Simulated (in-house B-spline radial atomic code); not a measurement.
Configurations of the terbium ion Tb⁺, with energies counted from [Xe] 4f9 6s1. Method: scalar-relativistic (X2C) r2SCAN, spin-polarised, spherical fractional occupations, Fermi nucleus of rms radius 5.06 fm. Calculated with a B-spline radial code for spherical atoms. Shells without spins written out take the highest spin.

Occupations are held fixed; configurations that lie above the ionisation limit could autoionise.

```tsv
configuration	E - E(ref) (eV)	highest orbital	its <r> (bohr)
[Xe] 4f8 6s2	1.0047	6s down	3.615
[Xe] 4f9 6p1	3.4201	6p up	4.793
[Xe] 4f10	4.5952	4f down	1.441
[Xe] 4f8 6s1 7s1	7.6318	7s up	7.322
[Xe] 4f9 7d1	8.7236	7d up	13.47
[Kr] 4d10 4f(7 up, 2 down) 5s2 5p(3 up, 2 down) 6s(1 up, 0 down) 6p(1 up, 0 down)	26.663	6p up	4.234
[Kr] 4d9 4f9 5s2 5p6 6s1 6f1	158.26	6f up	14.28
[Kr] 4d(4 up, 5 down) 4f(5 up, 4 down) 5s2 5p6 6s(0 up, 1 down) 7d(1 up, 0 down)	167.92	7d up	12.77
```

Q: Order these further configurations by energy, lowest first.
A. [Kr] 4d10 4f9 5s2 5p5 5f1 6s1
B. [Xe] 4f8 5d1 6s1
C. [Xe] 4f(3 up, 6 down) 7d(0 up, 1 down)
D. [Kr] 4d10 4f9 5s2 5p5 6s1 6d1
E. [Xe] 4f(7 up, 2 down) 6s(0 up, 1 down)

A: E (0.3051 eV), B (0.48036 eV), C (12.643 eV), D (31.454 eV), A (32.87 eV).

Q: How far above the reference does [Xe] 4f(6 up, 2 down) 6s(0 up, 1 down) 6p(0 up, 1 down) lie?

A: 9.4342 eV; its least bound orbital is 6p down with <r> = 4.275 bohr.

Q: How far above the reference does [Xe] 4f(3 up, 6 down) 6s(1 up, 0 down) lie?

A: 4.1388 eV; its least bound orbital is 4f up with <r> = 0.9348 bohr.

Q: How far above the reference does [Kr] 4d9 4f9 5s2 5p6 5f1 6s1 lie?

A: 157.07 eV; its least bound orbital is 5f up with <r> = 8.052 bohr.
